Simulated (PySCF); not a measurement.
**TiO₂ + 2 Cl₂ → TiCl₄ + O₂**

Level: B3LYP in the def2-TZVP basis family, all electrons, no relativity, computed in PySCF with density fitting; open shells unrestricted.

```json
{"species": "TiO₂", "state and structure": "singlet, C2v, Ti–O 1.641 Å (×2); O–Ti–O 112.0°", "E (Eh)": "-1000.03419", "ZPE (kJ/mol)": "14.1", "H(298 K) − H(0) (kJ/mol)": "11.1", "S° (J/(mol K))": "258.5"}
{"species": "Cl₂", "state and structure": "singlet, D∞h, Cl–Cl 2.014 Å", "E (Eh)": "-920.42200", "ZPE (kJ/mol)": "3.2", "H(298 K) − H(0) (kJ/mol)": "9.2", "S° (J/(mol K))": "223.0"}
{"species": "TiCl₄", "state and structure": "singlet, Td, Ti–Cl 2.181 Å (×4)", "E (Eh)": "-2690.67483", "ZPE (kJ/mol)": "15.1", "H(298 K) − H(0) (kJ/mol)": "21.5", "S° (J/(mol K))": "352.9"}
{"species": "O₂", "state and structure": "triplet, D∞h, O–O 1.204 Å", "E (Eh)": "-150.38977", "ZPE (kJ/mol)": "9.8", "H(298 K) − H(0) (kJ/mol)": "8.7", "S° (J/(mol K))": "205.0"}
```

Task: What is the electronic reaction energy?

Result: At B3LYP/def2-TZVP, ΔE = -489.4 kJ/mol from the differences of the total energies times 2625.5, downhill. Chlorination of this kind underlies dry etching.

Task: Add zero-point, thermal and entropy terms for 298.15 K and 1 bar.

Result: ΔZPE = 4.4 and Δ[H(298) − H(0)] = 0.7 kJ/mol give ΔH° = -484.3 kJ/mol. ΔS° = -146.6 J/(mol K), so ΔG° = -484.3 − 298.15 × (-0.1466) = -441 kJ/mol.

The structures come from searches over a few start shapes, so lower isomers are not excluded.
